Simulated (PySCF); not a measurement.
Species: C7H11FSi.
Numbering: `[CH:1]#[C:2][CH2:3][C@@H:4]([CH3:5])[Si@@H:6]1[CH2:7][C@H:8]1[F:9]`

NICS is the negative of the GIAO shielding at a point without a nucleus: at the ring centre (0) and 1 Å above and below it (1); zz is the component along the ring normal. Level: GIAO PBE0/pcSseg-1 (PySCF, non-relativistic, gas phase) on the PBE0-D3(BJ)/def2-SVP geometry, one conformer.

Ring bond lengths (Å), with Mayer bond orders in brackets: Si6–C7 1.867 (0.94), C7–C8 1.524 (0.90), C8–Si6 1.875 (0.94).

Problem. What do the NICS probes read (ppm)?

Solution. 
| ring | type | NICS(0) | NICS(1), two faces | NICS(1)zz, two faces | rms pucker (Å) | centre to ring atoms, mean (Å) |
| --- | --- | --- | --- | --- | --- | --- |
| Si6–C7–C8 | 3-membered ring with Si; formal bonds all single | -22.5 | -9.2 / -5.7 | -17.9 / -10.6 | 0.00 | 1.01 |

Problem. What do they say, and how far can they be read as aromaticity?

Solution. 
- Si6–C7–C8: mean NICS(1)zz -14.3 ppm, shielded. Si6, C7, C8 have four or more neighbours, and the NICS criterion for π rings isn't applied. The two faces differ by 7.3 ppm, so no symmetry operation interchanges them. NICS(0) lies 15 ppm below the mean NICS(1).

Problem. What field does 11.7 T along the ring normal induce along that normal at the first NICS(1) probe listed for ring Si6–C7–C8, 1 Å off the ring?

Solution. NICSzz × B0 = -17.9 ppm × 11.7 T = -209 μT, against the applied field.

Problem. How do the values depend on the level or the medium?

Solution. 
```tsv
level	NICS(0), Si6–C7–C8	mean NICS(1)zz, Si6–C7–C8
PBE0/pcSseg-1, gas	-22.5	-14.3
wB97X-D/pcSseg-1, gas	-22.2	-14.2
```

The geometry is the same throughout.

Shape of the structure used: `[CH:1]#[C:2][CH2:3][C@@H:4]([CH3:5])[Si@@H:6]1[CH2:7][C@H:8]1[F:9]`: C2–C3–C4–C5 -65°, C3–C4–Si6–C7 -105°.
